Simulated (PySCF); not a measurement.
## How methods differ on the excitation energy of V

V [Ar] 3d3 4s2 (4F) → V [Ar] 3d2 4s2 5s1 (4F), as a difference of total energies. Computed with PySCF 2.14 in aug-cc-pVTZ (8s7p5d3f2g, 93 functions), with no relativity, point nucleus. Correlated levels: valence: [Ar] frozen. The calculations carry no spin-orbit coupling.

| method | excitation energy (eV) |
| --- | --- |
| UHF | 8.150 |
| LDA | 9.549 |
| PBE | 9.308 |
| PBE0 | 9.169 |
| r2SCAN | 9.622 |
| B2PLYP | 8.874 |
| wB97X-V | 9.135 |
| r2SCAN0 | 9.408 |
| MP2 (valence) | 8.446 |
| SCS-MP2 (valence) | 8.161 |

Problem. How much does correlation contribute at MP2 (valence)?

Solution. 8.446 − (8.150) = 0.296 eV, measured against UHF.

A first-order spin-orbit estimate (lowest level to lowest level, LS coupling) adds -0.008 eV.

The upper state lies above the first ionisation limit, where it may autoionise and the basis confines it. A Rydberg-like electron needs more diffuse functions than a valence basis has.

The promoted electron is Rydberg-like, and one or two diffuse shells describe it only roughly, which tends to raise the upper state.
